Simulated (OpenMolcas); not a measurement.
# Ce3+: ligand-field states by method

Ce3+ with 2 ligands (fluoride) in linear coordination (D∞h) at 2.06 Å. Ligand basis ANO-RCC-VDZP.

- Program: OpenMolcas 26.06
- Basis: ANO-RCC-VTZP [8s7p5d3f2g1h]
- Scalar Hamiltonian: DKH2, point nucleus
- Active space: 1 electron in 7 orbitals (4f)
- State averaging: 2S+1 = 2 odd, 7 roots
- Spin-orbit coupling: state interaction with AMFI integrals over the reference wave functions

I. CASSCF
II. SS-CASPT2, IPEA 0.25 Eh, imaginary shift 0.1 Eh (closed shells correlated: 5s 5p and the ligand valence shells)

Spin-free states (labels by Λ) in cm-1, each column counted from its own energy of the first state listed:

| State | Degeneracy | I | II |
| --- | --- | --- | --- |
| 2Φ | 2 | 0 | 0 |
| 2Δ | 2 | 973 | 1050 |
| 2Π | 2 | 3162 | 3380 |
| 2Σ | 1 | 6336 | 7050 |

From I to II, I's first state of the same spin (2Δ) moves from 973 to 1050 cm-1, by about +81 cm-1.

χT at 300 K: I 0.64, II 0.63 cm3 K/mol.

Splittings of an f shell from a small cluster at a set distance can be off by tens of per cent, mostly too small (holds for II). No measured value stands beside these numbers; the geometry is a model, was not optimised and need not be the one that this ion takes.
